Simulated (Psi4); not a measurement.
C3H9ClGe (SMILES [CH3][Ge]([CH3])([CH3])[Cl]), singlet, geometry from GFN2-xTB. Base run: Psi4 with TPSS/6-31G*.

Here is a job for Psi4.
```
memory 2 GB

molecule mol {
0 1
C    -0.772301    1.578218   -1.118544
Ge   -0.047632   -0.062258   -0.249826
C     1.693406   -0.624085   -1.039835
C    -1.375426   -1.547956   -0.224496
Cl    0.340459    0.444999    1.785678
H    -0.993619    1.390409   -2.164365
H    -1.685461    1.896711   -0.624138
H    -0.051603    2.388583   -1.058228
H     2.094302   -1.479271   -0.503482
H     1.568772   -0.898249   -2.082570
H     2.415408    0.185116   -0.979477
H    -1.620393   -1.858346   -1.235260
H    -2.288905   -1.231117    0.270383
H    -0.976153   -2.403631    0.312288
}

set {
  basis 6-31g*
  reference rks
}

energy('tpss')
print_variables()
```

The base run was repeated with changes; each row names its change, and settings that it needs were set with it.

```json
[
 {"change": "base", "ΔE vs base (µEh)": "0.0", "SCF cycles": "9", "grid points": "299306", "basis functions": "117"},
 {"change": "df_basis_scf = cc-pvtz-jkfit", "ΔE vs base (µEh)": "59.8", "SCF cycles": "9", "grid points": "299306", "basis functions": "117"},
 {"change": "ints_tolerance = 1e-8", "ΔE vs base (µEh)": "0.0", "SCF cycles": "9", "grid points": "299306", "basis functions": "117"},
 {"change": "guess = core", "ΔE vs base (µEh)": "0.0", "SCF cycles": "14", "grid points": "299306", "basis functions": "117"},
 {"change": "dft_radial_points = 150", "ΔE vs base (µEh)": "-116", "SCF cycles": "9", "grid points": "593471", "basis functions": "117"},
 {"change": "diis_max_vecs = 3", "ΔE vs base (µEh)": "0.0", "SCF cycles": "14", "grid points": "299306", "basis functions": "117"},
 {"change": "e_convergence = 1e-8", "ΔE vs base (µEh)": "0.0", "SCF cycles": "10", "grid points": "299306", "basis functions": "117"},
 {"change": "level_shift = 0.3", "ΔE vs base (µEh)": "0.0", "SCF cycles": "10", "grid points": "299306", "basis functions": "117"},
 {"change": "dft_pruning_scheme = robust", "ΔE vs base (µEh)": "-0.1", "SCF cycles": "9", "grid points": "204748", "basis functions": "117"},
 {"change": "dft_radial_scheme = multiexp", "ΔE vs base (µEh)": "164", "SCF cycles": "9", "grid points": "314083", "basis functions": "117"},
 {"change": "guess = gwh", "ΔE vs base (µEh)": "0.0", "SCF cycles": "17", "grid points": "299306", "basis functions": "117"}
]
```
